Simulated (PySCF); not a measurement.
BP86 on Zn⁺ (zinc, charge +1)

Configuration: [Ar] 3d10 4s1, 2S determinant. Calculation: PySCF 2.14, in 6-31G*; no relativity, point nucleus.

| Property | Result |
| --- | --- |
| Total energy | -1778.953 hartree |
| One-electron energy | -2473.176 hartree |
| Hartree (Coulomb) energy | 765.451 hartree |
| Exchange-correlation energy | -71.228 hartree |
| Kinetic energy | 1775.90749 hartree |
| ⟨S²⟩ | 0.7502 |
| ⟨L²⟩ | 0.000 |
| Sum of ⟨r⟩ | 18.56 bohr |
| Sum of ⟨r²⟩ | 21.68 bohr² |
| Density at the nucleus (Gaussians lack the cusp) | 17400 bohr⁻³ |
| Spin density at the nucleus | 5.49 bohr⁻³ |
| Langevin diamagnetic susceptibility | -17.2 ×10⁻⁶ cm³/mol |
| Time after the integrals | 0.29 s of wall time on 1 thread of Neoverse-V2 (shared host) |

```
shell  electrons  mean orbital energy (eV)  rms radius, mean of both spins (bohr)
 1s α          1                   -9417.3                                 0.0591
 1s β          1                   -9417.3                                 0.0591
 2s β          1                   -1141.5                                  0.249
 2s α          1                   -1141.5                                  0.249
 2p α          3                   -1007.4                                  0.221
 2p β          3                   -1007.4                                  0.221
 3s α          1                   -132.60                                  0.744
 3s β          1                   -132.57                                  0.744
 3p α          3                   -90.006                                  0.784
 3p β          3                   -89.953                                  0.784
 3d α          5                   -17.657                                  0.967
 3d β          5                   -17.481                                  0.967
 4s α          1                   -13.736                                   2.67
```
